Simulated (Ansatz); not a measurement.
Relaxation of FHSSn (4 atoms, charge 0, multiplicity 1), to a largest force component of 0.015 eV/Å in at most 40 steps.

The calculation used Ansatz 0.2.0, RKS B3LYP/def2-SVP.

```xyz
4
Properties=species:S:1:pos:R:3:forces:R:3
F -2.041 -0.147 0.289 -0.94 -0.98 -0.59
Sn -0.479 0.814 0.847 0.16 1.44 1.52
S 1.286 0.323 -0.706 0.93 -1.32 -0.60
H 1.290 -1.050 -0.450 -0.15 0.86 -0.33
```

Task: Where does it end, and by what steps?

Result: The run converged. After 9 steps the energy has fallen by 0.447 eV; H4 moved furthest, 0.59 Å.

```
step  energy less start (eV)  largest force component (eV/Å)  accepted
   0                  0.0000                           1.517       yes
   1                 -0.1903                           0.698       yes
   2                 -0.2719                           0.813       yes
   3                 -0.3754                           0.268       yes
   4                 -0.3730                           1.365        no
   5                 -0.4293                           0.158       yes
   6                 -0.4463                           0.063       yes
   7                 -0.4472                           0.029       yes
   8                 -0.4472                           0.033       yes
   9                 -0.4473                           0.007       yes
```

```xyz
4
Properties=species:S:1:pos:R:3
F -1.645 -0.462 0.331
Sn -0.537 1.120 0.737
S 1.467 0.200 -0.386
H 0.770 -0.919 -0.702
```

The run took 24 s on 1 CPU thread of a shared host.
